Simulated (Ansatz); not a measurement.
Geometry optimisation, RKS PBE-D4/def2-SVP in Ansatz.

Input:

```yaml
crystal:
  periodic: [false, false, false]
  atoms:
    - { symbol: W, position_ang: [0.0, 0.0, 0.0] }
    - { symbol: Cl, position_ang: [0.0, 0.0, 2.74] }
    - { symbol: O, position_ang: [1.94, 0.0, 0.0] }
    - { symbol: H, position_ang: [2.2771, -0.9519, -0.0197] }
    - { symbol: H, position_ang: [0.0, 1.72, 0.0] }
    - { symbol: H, position_ang: [-1.72, 0.0, 0.0] }
    - { symbol: H, position_ang: [0.0, -1.72, 0.0] }
    - { symbol: H, position_ang: [0.0, 0.0, -1.72] }
    - { symbol: O, position_ang: [1.4721, 1.5335, 0.7063] }
    - { symbol: H, position_ang: [2.2027, 1.0805, 1.2365] }
    - { symbol: H, position_ang: [1.039, 1.0824, 1.9242] }
basis:
  gaussian: { orbitals: def2-SVP }
hamiltonian:
  xc: pbe
  dispersion: d4
relax:
  f_tol: 0.15
  max_steps: 25
  restrain:
    - { distance: [0, 8], at: 1.94, k: 30.0 }
    - { distance: [10, 1], at: 1.37, k: 30.0 }
    - { distance: [0, 1], at: 3.59, k: 30.0 }
    - { distance: [10, 8], at: 2.21, k: 30.0 }
output:
  orbitals: {}
```

Run as:

```bash
$ ansatz run input.yaml --threads 2 --pin off --max-ram 3072MiB --backend cpu --events-out ev --progress --plain --runs-dir out
```

Task: Where does it end, and by what steps?

Result: It converged. The restraints hold the end off the free minimum; the threshold counts their pulls, which the force column leaves out. Restrained pairs: W1–O9 (2.24 → 1.95 Å), Cl2–H11 (1.71 → 1.34 Å), W1–Cl2 (2.74 → 3.59 Å), O9–H11 (1.37 → 2.20 Å). After 12 steps the energy has fallen by 7.597 eV (the restraints' own energy left out); H5 moved furthest, 0.94 Å. The start is strongly strained (largest force component 10 eV/Å), so its close contacts needn't be bonds.

```tsv
step	energy less start (eV)	largest force component (eV/Å)	accepted
0	0.0000	10.395	yes
1	-1.5985	7.262	yes
2	-2.8863	4.137	yes
3	-5.3255	2.630	yes
4	-6.7210	1.587	yes
5	-7.3221	1.624	yes
6	-7.4668	1.422	yes
7	-7.5314	0.644	yes
8	-7.5473	1.378	yes
9	-7.5763	0.719	yes
10	-7.5576	0.695	no
11	-7.5890	0.706	yes
12	-7.5966	0.673	yes
```

```xyz
11
Properties=species:S:1:pos:R:3
W 0.339 0.253 -0.380
Cl 0.095 0.145 3.198
O 2.090 -0.566 -0.070
H 2.105 -1.532 0.060
H -0.730 1.311 0.436
H -1.272 -0.160 -0.005
H -0.025 -1.346 0.099
H 0.329 0.538 -2.087
O 1.368 1.638 0.523
H 2.290 1.273 0.545
H 0.622 1.191 2.548
```

Run time: 43 s on 2 threads of Arm Neoverse V1 (shared host), peak memory 0.16 GiB.
